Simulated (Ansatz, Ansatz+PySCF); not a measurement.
```tsv
atom	x (Å)	y (Å)	z (Å)
C	0.0393	-0.0309	-0.0016
F	0.7939	0.7959	0.7572
F	0.7448	-0.7668	-0.7124
F	-0.7321	0.7442	-0.7985
F	-0.7794	-0.7377	0.8000
```

Basis set: def2-SVP (spherical functions). Correlated methods keep 5 orbitals frozen. Charge 0, multiplicity 1.

Computed with Ansatz (development build ahead of 0.2.0); each method stands on the lowest determinant of its kind that the runs found. Restricted open shells among the atoms or ions are ROHF, correlated in semicanonical orbitals with singles. Restricted functionals stand beside restricted open-shell atoms, which can lie above the unrestricted atoms usual in DFT and then raise those values.

The atomization energy at this shape (free ground-state atoms in the same class of orbitals less the molecule, no zero-point energy) of singlet CF₄:

```tsv
method	atomization energy
ωB97X (restricted)	2073.0 kJ/mol
ωB97X (unrestricted)	2050.4 kJ/mol
r²SCAN (unrestricted)	2058.7 kJ/mol
r²SCAN (restricted)	2088.8 kJ/mol
PBE (restricted)	2192.4 kJ/mol
PBE (unrestricted)	2177.1 kJ/mol
PBE0 (restricted)	2070.1 kJ/mol
PBE0 (unrestricted)	2049.4 kJ/mol
RHF-CCSD(T)	1888.7 kJ/mol
RHF-MP2	2001.7 kJ/mol
RHF	1373.3 kJ/mol
UHF	1325.0 kJ/mol
```

Question: What does RHF-CCSD give?

Answer: 1859.1 kJ/mol. Caution: the shape is not the minimum.
